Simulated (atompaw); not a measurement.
# u(r) = r·R(r): atom against pseudo-atom (Ca (Z = 20))

Columns: radius, all-electron u(r) and pseudo u(r) of the 4p shell (level -1.55 eV) of calcium in the configuration [Ar] 3d0 4s1.75 4p0.25; PBE, scalar-relativistic, PAW (atompaw) scheme, atompaw 4.2.0.5.

```csv
r (bohr),all-electron,pseudo
0.115,0.0789,0.0002
0.231,0.0967,0.0008
0.346,0.0422,0.0019
0.462,-0.0341,0.0036
0.577,-0.1012,0.0061
0.692,-0.1487,0.0095
0.808,-0.1747,0.0141
0.923,-0.1806,0.0201
1.038,-0.1707,0.0277
1.154,-0.1485,0.0371
1.269,-0.1183,0.0483
1.385,-0.0823,0.0616
1.500,-0.0436,0.0768
1.615,-0.0035,0.0940
1.731,0.0370,0.1133
1.846,0.0765,0.1341
1.962,0.1149,0.1566
2.077,0.1513,0.1801
2.192,0.1856,0.2045
2.308,0.2181,0.2296
2.423,0.2482,0.2545
2.538,0.2760,0.2792
2.654,0.3021,0.3033
2.769,0.3258,0.3262
2.885,0.3478,0.3479
3.000,0.3677,0.3677
```

Question: How many radial nodes do the two functions have?

Answer: The all-electron 4p function has n − l − 1 = 2; the pseudo-wave has 0, since the states of the same l below it are removed with the core.

Question: Is the pseudo-wave norm-conserving?

Answer: No, it belongs to a PAW set: the norm inside the radius is not constrained, and the difference is carried by the augmentation charge.
